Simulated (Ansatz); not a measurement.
`CC(C)[NH][Hf]([F])([Cl])[Cl]` + `OB(O)Cl` → `CC(C)OB(O)Cl` + `[NH2][Hf]([F])([Cl])[Cl]`  (substitution at a C–N bond)

Program: Ansatz. Geometries: PBE0-D4/def2-TZVP. ΔE: electronic, gas phase. CCSD(T)/CBS adds triple-zeta CCSD(T) − MP2 to the extrapolated MP2 energy (def2 sets, frozen cores). def2 core potentials past Kr. For Hf outer-core shells are correlated without core-valence functions, which leaves a few kJ/mol of doubt a bond. One conformer a species, not always the lowest.

```csv
species,MP2/def2-TZVPP energy (Eh)
`CC(C)[NH][Hf]([F])([Cl])[Cl]`,-1240.76820
`OB(O)Cl`,-636.09186
`CC(C)OB(O)Cl`,-753.74922
`[NH2][Hf]([F])([Cl])[Cl]`,-1123.10351
```

Problem. Work out ΔE.

Solution. ΔE = (-753.74922) + (-1123.10351) − (-1240.76820) − (-636.09186) = 0.00733 Eh = +19.2 kJ/mol. CCSD(T)/CBS gives +12.0 kJ/mol.

Largest T1 diagnostic among the species: 0.014.

The D4 term adds +4.9 kJ/mol with B3LYP and +2.7 kJ/mol with PBE0; it sums over pairs of atoms, weighted by their polarisabilities, and B3LYP, whose exchange is more repulsive, gets the larger term. In def2-TZVPP, CCSD(T) changes the Hartree–Fock value by +17.9 kJ/mol (the triples alone add +2.2 kJ/mol) and MP2 by +23.1 kJ/mol.

B3LYP here is the variant with VWN-RPA as its local correlation; programs differ in this.
